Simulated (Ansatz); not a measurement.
Molecule: S3, charge -1, multiplicity 2. It need not be the lowest isomer of its formula. 
Structure (B3LYP-D3(BJ)/def2-TZVP (Ansatz, a first-principles code) minimum search):
```
S
S 1 2.0105
S 1 2.0105 2 115.58
```
Charge -1, spin multiplicity 2.

Q: Give the harmonic wavenumbers at B3LYP-D3(BJ)/def2-TZVP (Ansatz, finite differences of forces, unscaled).

A: 226, 521, 556 cm⁻¹. Zero-point energy 1.9 kcal/mol.

Q: From these and the geometry, give the ideal-gas thermochemistry at 298.15 K and 1 atm (rigid rotor, harmonic oscillator).

A: Point group C2v, rotational symmetry number 2. Rotational constants 20.59, 2.724, 2.406 GHz. S(trans) 39.60, S(rot) 23.90, S(vib) 3.05, S(elec, spin only) 1.38, S 67.9 cal/(mol K). H(298) - H(0) 2.94 kcal/mol; G - E(el) -15.4 kcal/mol.
